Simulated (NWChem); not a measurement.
# CH3BeBrO; SMILES C[O][Be][Br]

```xyz
7

Be     0.0030    -0.5643     0.0001
Br    -0.0003     1.4058     0.0000
O      0.0042    -1.9578     0.0007
C     -0.0032    -3.3424    -0.0005
H      0.9374    -3.7486     0.4342
H     -0.8534    -3.7393     0.5982
H     -0.1000    -3.7419    -1.0347
```
Atoms are numbered in this order, from 1.

Computed with NWChem. Medium grid unless said otherwise, to which SCAN and Minnesota functionals are sensitive. Geometry: optimised at PBE-D3(BJ)/def2-SVP. Hybrids' shares of exact exchange are those that their runs print; pure functionals count as 0. The functionals differ in more than this share.

| row | share of exact exchange | orbital gap (eV) |
|---|---|---|
| PBE/def2-SVP | 0.00 | 6.11 |
| N12/def2-SVP | 0.00 | 6.01 |
| B3LYP/def2-SVP | 0.20 | 7.67 |
| r2SCAN0/def2-SVP | 0.25 | 8.85 |
| M06/def2-SVP | 0.27 | 7.85 |
| MN15/def2-SVP | 0.44 | 9.66 |
| M06-2X/def2-SVP | 0.54 | 9.95 |
| Hartree-Fock/def2-SVP | 1.00 | withheld |

Fit a straight line of the last column on the one before it, predict the withheld value, and compare with the run.


1. Means of the 7 shown rows: x = 0.243, y = 8.014. Slope Σ(x − x̄)(y − ȳ)/Σ(x − x̄)² = 1.865/0.2477 = 7.528; intercept 6.186.
2. The shown rows scatter about the line by 0.359 (root mean square); the largest residual is +0.78, at r2SCAN0/def2-SVP.
3. At x = 1.00 (Hartree-Fock/def2-SVP; beyond the shown range) the line gives 13.71.
4. The run gives 13.64, -0.07 from the line, 0.2 times the scatter.
